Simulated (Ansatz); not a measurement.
`C[SiH2]N(C)[SiH3]` → `CN(C)[SiH3]` + `[SiH2]` at 600 K and 1 bar (silylene formation by 1,1-elimination).

Isolated molecules relaxed with PBE0-D4/def2-TZVP in Ansatz; ΔE leaves out vibrations. CCSD(T)/CBS adds triple-zeta CCSD(T) − MP2 to the extrapolated MP2 energy (def2 sets, frozen cores). This one scheme is used for every species. Each species was taken in one conformer, which may not be the lowest.

| species | CCSD(T)/CBS energy (Eh) | H − E (kJ/mol) | S (J/(mol·K)) |
| --- | --- | --- | --- |
| `C[SiH2]N(C)[SiH3]` | -715.62877 | 407.2 | 526.3 |
| `CN(C)[SiH3]` | -425.29981 | 342.8 | 421.1 |
| `[SiH2]` | -290.19011 | 52.1 | 233.9 |

H − E and S are ideal-gas, rigid-rotor, harmonic terms from PBE0-D4/def2-TZVP, for one conformer and one mirror image of each species. 1 Eh = 2625.50 kJ/mol, R = 8.31446 J/(mol·K).

Question: By hand: ΔE, ΔH, ΔS and ΔG.

Answer: ΔE = (-425.29981) + (-290.19011) − (-715.62877) = 0.13885 Eh = 364.6 kJ/mol. Δ(H − E) = 342.8 + 52.1 − 407.2 = -12.3, so ΔH = 352.3 kJ/mol. ΔS = 421.1 + 233.9 − 526.3 = 128.7 J/(mol·K). ΔG = 352.3 − 600 × (128.7)/1000 = 275.1 kJ/mol.

Question: By hand: the equilibrium constant, and the temperature at which ΔG would vanish if ΔH and ΔS stayed fixed.

Answer: log₁₀ K = −ΔG/(RT ln 10) = -23.9. ΔG = 0 at ΔH/ΔS = 2737 K, far beyond where these terms or the molecules hold.

The number of gas molecules changes by +1, which sets the sign of ΔS. A doubt of 5 kJ/mol in ΔE shifts log₁₀ K by 0.4 here. Other conformers and mirror images would add mixing entropy, several J/(mol·K) or more a flexible species. Modes under 60 cm⁻¹, often nearly free rotors, make the harmonic entropy too high. These are equilibria of isolated gas molecules and say nothing of rates. Largest T1 diagnostic: 0.014 (customary marks: 0.02 for closed shells, 0.045 for open ones).
